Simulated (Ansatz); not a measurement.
Consider the atomization: `[CH3][Ge]([F])[F]`• → C• + 2 F• + Ge• + 3 H•.

Isolated molecules relaxed with PBE0-D4/def2-TZVP in Ansatz; ΔE leaves out vibrations. CCSD(T)/CBS adds triple-zeta CCSD(T) − MP2 to the extrapolated MP2 energy (def2 sets, frozen cores). This one scheme is used for every species, atoms too. Functionals use def2-TZVPP. Open shells (•) are unrestricted, without spin–orbit coupling. Spin–orbit coupling would lower the free atoms: a little for C, F; clearly for Ge. For Ge outer-core shells are correlated without core-valence functions, so the limit isn't a true one: a few kJ/mol of doubt a bond, and 10 to 20 or more in all where bonds break to atoms. Scalar relativity is left out up to krypton.

`[CH3][Ge]([F])[F]`•:

Z-matrix (Å, degrees):
```
C
Ge 1 1.964
H 1 1.089 2 109.5
H 1 1.089 2 109.5 3 121.5
H 1 1.092 2 105.9 3 -119.3
F 2 1.741 1 106.9 3 174.2
F 2 1.741 1 106.9 3 64.5
```

(1) What is ΔE at CCSD(T)/CBS? (An estimate is asked.)

(2) What do these levels give: LDA (SPW92), revPBE-D4, CAM-B3LYP-D4, r2SCAN, CCSD/def2-SVP, SCS-MP2/def2-TZVPP? (An estimate is asked.)

Largest T1 diagnostic among the species: 0.014.

Answers

(1) Computed: +2494.7 kJ/mol.

(2) The calculation gave: LDA (SPW92) 2883.1, revPBE-D4 2476.8, CAM-B3LYP-D4 2503.7, r2SCAN 2512.3, CCSD/def2-SVP 2309.4, SCS-MP2/def2-TZVPP 2468.5 kJ/mol.

From BLYP to BHLYP (50 % exact exchange), in def2-TZVPP and without D4, ΔE moves by −96.4 kJ/mol: exact exchange takes away binding that semilocal exchange gives to molecules. The D4 term adds +17.7 kJ/mol with B3LYP and +9.1 kJ/mol with PBE0; it sums over pairs of atoms, weighted by their polarisabilities, and B3LYP, whose exchange is more repulsive, gets the larger term. At CCSD(T), def2-SVP lies −161.7 kJ/mol from the extrapolated value and def2-TZVPP −55.3 kJ/mol: correlation converges slowly with the basis, and small sets miss more of it in the bonded molecule than in its fragments.

B3LYP here is the variant with VWN-RPA as its local correlation; programs differ in this.

For atomizations the MP2-based limit and the directly extrapolated one differ by several kJ/mol either way, and by 10 to 25 for some Ge, Se and Sn compounds, so smaller differences from it don't rank the levels.
